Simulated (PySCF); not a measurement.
Polarisability and C₆ of Ga (gallium, neutral)

[Ar] 3d10 4s2 4p1, 2P determinant. Computed with PySCF 2.14 in x2c-QZVPPall with one added diffuse shell each of s, p, d, f type (12s8p6d5f1g, 110 functions), with the spin-free X2C one-electron Hamiltonian (Gaussian nucleus). Coupled (time-dependent) response in atomic units; α is the mean over directions.

```
 method  mean α (bohr³)         α xx, yy, zz  C₆ (like pair)  S(−4)
    UHF           57.63  45.52, 81.86, 45.52           509.6   1963
    PBE           61.51  45.12, 94.28, 45.12           521.0   2953
   PBE0           58.01  44.02, 86.00, 44.02           494.0   2342
r2SCANh           56.51  42.81, 83.92, 42.81           497.7   1983
```

S(−4) is the Cauchy moment in α(ω) = α(0) + S(−4) ω² + …

Reference α: 50 ± 3 bohr³ (recommended; Schwerdtfeger and Nagle, table of static dipole polarizabilities (2023 update)). Published C₆: 498.0 (Chu and Dalgarno (2004); Tang, Norbeck and Certain (1976)).

Spin-orbit coupling is absent.

α(iu) at r2SCANh:

| u (hartree) | α(iu) (bohr³) |
| --- | --- |
| 0 | 56.51 |
| 0.0500 | 52.15 |
| 0.100 | 43.41 |
| 0.200 | 28.46 |
| 0.300 | 19.35 |
| 0.500 | 10.40 |
| 0.750 | 5.940 |
| 1.00 | 3.946 |
| 1.50 | 2.230 |
| 2.00 | 1.499 |
| 3.00 | 0.8620 |
| 5.00 | 0.4265 |

A single London oscillator, α(iu) = α/(1 + u²/ω²), gives C₆ = (3/4) ω α². Matching the computed C₆ needs ω = 4 × 497.7 / (3 × 56.51²) = 0.208 hartree.

The components differ because the open shell of this determinant is not spherical; for a pure term their mean is the scalar polarisability.
